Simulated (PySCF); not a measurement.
## Calculated data, CH4ClFSi, C2H6OSi, CH6BOSi, CH4ClSi and others

Computed with PySCF 2.14.0. Calculation on a computer-drawn molecule: the log of a Hartree-Fock and frozen-core CCSD(T) single point meant for a local Hartree-Fock minimum, with one planted fault or none, to be diagnosed. Offsets are logged minus clean, where the clean run is the same molecule without the fault. The reference is restricted for singlets and unrestricted otherwise, and also for a bond in bohr or an excited solution. Adding or removing an electron swaps singlet and doublet. The excited solution moves the top pair (singlet) or top alpha electron (doublet) to the lowest empty orbital. Highest occupied and lowest empty are orbital energies over both spins, largest force is the largest gradient component, triples share is (T) over the correlation energy, the T1 limit is 0.02 restricted and 0.045 unrestricted, electrons count all cores, a negative frequency is imaginary (commonest isotopes), and the dipole is about the centre of nuclear charge.

Common to all runs: meant charge 0; meant basis cc-pV(D+d)Z; logged SCF converged yes; logged SCF stable within its kind yes; possible faults no fault, one electron removed, one electron added, multiplicity raised by two, geometry at a saddle point, SCF held on an excited solution, minimal basis STO-3G, one bond length entered in bohr, all coordinates scaled.

(1) CH4ClFSi

Logged structure:
```xyz
8
CH4ClFSi
C     -1.4695     1.0890     1.0472
Si    -0.4806     0.6482    -0.4512
F      0.6875     1.7350    -0.6525
Cl    -1.6586     0.7070    -2.1370
H     -2.2722     0.3645     1.2038
H     -0.8279     1.0922     1.9326
H     -1.9147     2.0803     0.9375
H      0.1552    -0.6706    -0.3911
```

* meant multiplicity: 1
* logged electrons: 50
* logged basis functions: 94
* logged spin squared: 2.0171
* logged highest occupied: -3.2216 eV
* logged lowest empty: -3.6032 eV
* logged largest force: 0.11895 hartree/bohr
* logged dipole magnitude: 5.0035 debye
* logged energy HF: -887.88087 hartree
* planted fault: multiplicity raised by two
* HF energy offset from clean run: 209.2 kcal/mol

Drawn bonds:
```csv
atom,other atom,order
1,2,1
2,3,1
2,4,1
1,5,1
1,6,1
1,7,1
2,8,1
```

Notes: coupled-cluster numbers left out as unreliable.

(2) C2H6OSi

Logged structure:
```xyz
10
C2H6OSi
C     -3.1296    -0.4693     0.5315
Si    -1.6246     0.6259     0.7352
C     -0.0506    -0.0232     0.8610
O      1.0788     0.7118     1.1250
H     -2.8243    -1.5130     0.4320
H     -3.6976    -0.1907    -0.3593
H     -3.7951    -0.3864     1.3941
H     -1.8818     2.0644     0.9111
H      0.1070    -1.0956     0.7510
H      1.7798     0.4209     0.5604
```

* meant multiplicity: 1
* logged electrons: 40
* logged basis functions: 30
* logged spin squared: 0
* logged highest occupied: -4.6813 eV
* logged lowest empty: 7.7967 eV
* logged largest force: 0.066345 hartree/bohr
* logged T1 diagnostic: 0.011493
* logged D1 diagnostic: 0.052356
* logged triples share: 0.013397
* logged CC converged: yes
* logged dipole magnitude: 1.5339 debye
* logged energy HF: -437.64271 hartree
* logged energy CCSD(T): -437.90699 hartree
* planted fault: minimal basis STO-3G
* HF energy offset from clean run: 3337 kcal/mol
* CCSD(T) energy offset from clean run: 3568 kcal/mol

Drawn bonds:
```csv
atom,other atom,order
1,2,1
2,3,2
3,4,1
1,5,1
1,6,1
1,7,1
2,8,1
3,9,1
4,10,1
```

(3) CH6BOSi

Logged structure:
```xyz
10
CH6BOSi
C     -1.1762     0.1531     1.7081
Si    -1.0035     1.2584     0.1769
B     -0.6690     0.3784    -1.6204
O     -0.9600    -0.9097    -1.9127
H     -0.2118    -0.2747     1.9989
H     -1.5560     0.7266     2.5571
H     -1.8729    -0.6708     1.5286
H     -0.1157     2.4132     0.4635
H     -0.2425     1.0343    -2.5335
H     -1.2938    -1.4214    -1.1922
```

* meant multiplicity: 2
* logged electrons: 39
* logged basis functions: 95
* logged spin squared: 0.7647
* logged highest occupied: -8.206 eV
* logged lowest empty: 1.3231 eV
* logged largest force: 2.403e-05 hartree/bohr
* logged lowest frequency: 102.94 cm⁻¹
* logged T1 diagnostic: 0.016005
* logged D1 diagnostic: 0.063108
* logged triples share: 0.026672
* logged CC converged: yes
* logged dipole magnitude: 2.0835 debye
* logged energy HF: -429.85822 hartree
* logged energy CCSD(T): -430.42408 hartree
* planted fault: no fault
* HF energy offset from clean run: 0 kcal/mol
* CCSD(T) energy offset from clean run: 0 kcal/mol

Drawn bonds:
```csv
atom,other atom,order
1,2,1
2,3,1
3,4,1
1,5,1
1,6,1
1,7,1
2,8,1
3,9,1
4,10,1
```

(4) CH4ClSi

Logged structure:
```xyz
7
CH4ClSi
C     -0.4776     0.8333     0.0186
Si     0.1507     2.5996     0.0352
Cl    -0.2999     3.5142    -1.7837
H      0.0005     0.2549    -0.7743
H     -1.5590     0.8176    -0.1442
H     -0.2637     0.3528     0.9773
H     -0.4935     3.4024     1.0993
```

- meant multiplicity: 2
- logged electrons: 41
- logged basis functions: 80
- logged spin squared: 0.7532
- logged highest occupied: -9.107 eV
- logged lowest empty: 1.4289 eV
- logged largest force: 1.341e-05 hartree/bohr
- logged lowest frequency: 164.28 cm⁻¹
- logged T1 diagnostic: 0.011188
- logged D1 diagnostic: 0.043771
- logged triples share: 0.0251
- logged CC converged: yes
- logged dipole magnitude: 2.2557 debye
- logged energy HF: -788.66165 hartree
- logged energy CCSD(T): -789.08041 hartree
- planted fault: no fault
- HF energy offset from clean run: 0 kcal/mol
- CCSD(T) energy offset from clean run: 0 kcal/mol

Drawn bonds:
```csv
atom,other atom,order
1,2,1
2,3,1
1,4,1
1,5,1
1,6,1
2,7,1
```

(5) CH5OSi2

Logged structure:
```xyz
9
CH5OSi2
C      0.9727    -0.9241     2.2977
Si     0.0357    -0.2616     0.7999
Si     1.0841    -0.4309    -1.2596
O      0.3801    -0.3904    -2.5873
H      0.8970    -2.0132     2.3586
H      2.0297    -0.6529     2.2512
H      0.5554    -0.5057     3.2167
H     -1.3921    -0.6412     0.7891
H      2.5614    -0.4643    -1.1332
```

* meant multiplicity: 2
* logged electrons: 48
* logged basis functions: 99
* logged spin squared: 0
* logged highest occupied: -1.3615 eV
* logged lowest empty: 7.1167 eV
* logged largest force: 0.051971 hartree/bohr
* logged T1 diagnostic: 0.018918
* logged D1 diagnostic: 0.066709
* logged triples share: 0.033339
* logged CC converged: yes
* logged dipole magnitude: 4.4493 debye
* logged energy HF: -693.49573 hartree
* logged energy CCSD(T): -694.09544 hartree
* planted fault: one electron added
* HF energy offset from clean run: -10.16 kcal/mol
* CCSD(T) energy offset from clean run: -28.87 kcal/mol

Drawn bonds:
```csv
atom,other atom,order
1,2,1
2,3,1
3,4,2
1,5,1
1,6,1
1,7,1
2,8,1
3,9,1
```
